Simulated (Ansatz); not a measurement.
`CCN(C)B(F)F`, relaxed with RKS PBE0-D4/def2-TZVP in Ansatz from a PBE-D4/def2-SVP geometry. The force threshold is 0.005 eV/Å; the program also tests the step.

The species carries charge 0 and has multiplicity 1.

Start:

```xyz
15

C    -0.623    1.235   -1.413
C     0.041   -0.054   -0.945
N     0.135   -0.269    0.499
C     0.784   -1.528    0.835
B    -0.321    0.578    1.530
F    -0.158    0.225    2.820
F    -0.930    1.757    1.314
H    -0.087    2.134   -1.053
H    -0.620    1.255   -2.521
H    -1.674    1.309   -1.073
H    -0.499   -0.925   -1.388
H     1.073   -0.107   -1.369
H     0.221   -2.394    0.418
H     0.845   -1.647    1.931
H     1.815   -1.572    0.417
```

How much energy does the relaxation release, and in how many steps? (Best estimate.)

Computed: 5.60 kJ/mol, in 5 steps, 1 of them rejected.

Which bonds change most? (Estimate.)

Computed: C2–H12 from 1.117 to 1.099 Å; C2–H11 from 1.117 to 1.099 Å; C4–H13 from 1.114 to 1.096 Å; C4–H15 from 1.114 to 1.096 Å.

Give the relaxed structure. (Estimate.)

The calculation gave: 
```xyz
15

C    -0.617    1.223   -1.404
C     0.041   -0.056   -0.936
N     0.131   -0.262    0.500
C     0.778   -1.517    0.824
B    -0.319    0.577    1.520
F    -0.157    0.230    2.801
F    -0.924    1.745    1.313
H    -0.087    2.108   -1.052
H    -0.610    1.234   -2.496
H    -1.653    1.295   -1.072
H    -0.495   -0.914   -1.364
H     1.060   -0.106   -1.345
H     0.220   -2.360    0.400
H     0.840   -1.649    1.901
H     1.792   -1.547    0.409
```
